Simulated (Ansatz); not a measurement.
Job for Ansatz (a first-principles code): R-CCSD(T)/cc-pV(D+d)Z on CH6BP (SMILES CBP), a point of a torsion scan. Files ending in .json are basis or fitting sets from the Basis Set Exchange.

Ansatz 0.2 input:
```yaml
crystal:
  periodic: [false, false, false]
  atoms:
    - {symbol: C, position_ang: [-1.06885009, 0.14102997, -0.30468502]}
    - {symbol: B, position_ang: [0.00691288, -0.16173460, 0.79201808]}
    - {symbol: P, position_ang: [1.89688226, -0.08200278, 0.42811554]}
    - {symbol: H, position_ang: [-1.68641753, -0.74436582, -0.46155892]}
    - {symbol: H, position_ang: [-1.75963172, 0.91392750, 0.03459403]}
    - {symbol: H, position_ang: [-0.67467239, 0.44965212, -1.27097609]}
    - {symbol: H, position_ang: [-0.33826503, -0.51945236, 1.85349504]}
    - {symbol: H, position_ang: [1.80352067, -1.06853707, -0.54549267]}
    - {symbol: H, position_ang: [1.81009546, 0.89966185, -0.55141020]}
basis:
  gaussian:
    orbitals: cc-pV_D+d_Z.json
magnetization: {spin_polarized: false}
correlation: {method: ccsd_t, electrons: outside_noble_gas}
scf: {lower_state_search: off}
```

The head of its log:

```
WARN ansatz: RAYON_NUM_THREADS=1 ignored (pool sized by the plan → 1); use --threads N
Functional definition: HF
these checks for a lower state are left out or cut short: stability, starts, cluster_reference, orbital_swaps, neighbouring_geometries, increment
integrals: 0.07 GiB planned
748 factors; integrals over basis functions are off by at most 1.2e-3 eV
mean field: 0.15 GiB planned
mean field evaluation 1: about -11066.8394 eV, gradient 2.3e1 eV
mean field evaluation 2: about -11066.8423 eV, gradient 2.3e1 eV
mean field evaluation 4: about -11068.7562 eV, gradient 2.5e0 eV
mean field evaluation 8: about -11068.7920 eV, gradient 1.2e-4 eV
mean field -11068.79199667 eV, -406.7706031810 hartree, gradient 2.7e-6 eV, S^2 0.000000; 0 other end points of the search recorded, 0 dependent functions left out
7 core orbitals not correlated
reference -11068.79199667 eV, -406.7706031810 hartree; 9, 9 occupied and 65, 65 virtual orbitals, 748 factors
```

Task: Predict the final total energy.

Result: -407.1897 hartree (reference determinant -406.7706, T1 diagnostic 0.012).
